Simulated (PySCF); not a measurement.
Compound: C4H6BF.
SMILES: `C=C/C=C\BF`

Jobs on this species (12 atoms, 44 electrons) with PySCF (density fitting). Hardware of each: one thread of an Arm Neoverse V1, shared host. Times come from a shared host and carry two figures at best. Peak memory is the resident size of the whole Python process, interpreter and libraries included.

```csv
level and settings,work,basis functions,SCF cycles,wall time,peak memory
"delta-SCF UKS SCAN, def2-TZVP on the ionised atom, pcseg-1 elsewhere, spin-free X2C","ΔSCF core ionisation, 6 holes",131,?,?,?
"PBE0-D3(BJ)/def2-SVP, grid level 1",geometry optimisation from a GFN2-xTB start shaken at random,114,?,?,?
"delta-SCF UKS SCAN, pcX-1 on the ionised atom, pcseg-1 elsewhere, spin-free X2C","ΔSCF core ionisation, 6 holes",124,?,?,?
"delta-SCF UKS PBE, pcX-2 on the ionised atom, pcseg-1 elsewhere, spin-free X2C","ΔSCF core ionisation, 6 holes",145,112,24 s,0.55 GiB
"delta-SCF UKS B3LYP, pcX-2 on the ionised atom, pcseg-1 elsewhere, spin-free X2C","ΔSCF core ionisation, 6 holes",145,104,46 s,0.57 GiB
"delta-SCF UKS SCAN, pcX-2 on the ionised atom, pcseg-1 elsewhere, non-relativistic","ΔSCF core ionisation, 6 holes",145,134,44 s,0.55 GiB
"delta-SCF UKS SCAN, pcX-2 on the ionised atom, pcseg-1 elsewhere, spin-free X2C","ΔSCF core ionisation, 6 holes",145,134,48 s,0.49 GiB
"delta-SCF UKS PBE0, pcX-2 on the ionised atom, pcseg-1 elsewhere, spin-free X2C","ΔSCF core ionisation, 6 holes",145,106,45 s,0.55 GiB
```

Task: Fill in the missing figures.

Result: 
- delta-SCF UKS SCAN, def2-TZVP on the ionised atom, pcseg-1 elsewhere, spin-free X2C; ΔSCF core ionisation, 6 holes: 42 s, 0.55 GiB, 130 SCF cycles
- PBE0-D3(BJ)/def2-SVP, grid level 1; geometry optimisation from a GFN2-xTB start shaken at random: 45 s, 0.46 GiB, 67 SCF cycles
- delta-SCF UKS SCAN, pcX-1 on the ionised atom, pcseg-1 elsewhere, spin-free X2C; ΔSCF core ionisation, 6 holes: 37 s, 0.55 GiB, 132 SCF cycles

Task: What do all jobs in the table cost together?

Result: About 5.5 min; the longest takes about 15 % of that, and about 2 times as long as the shortest.
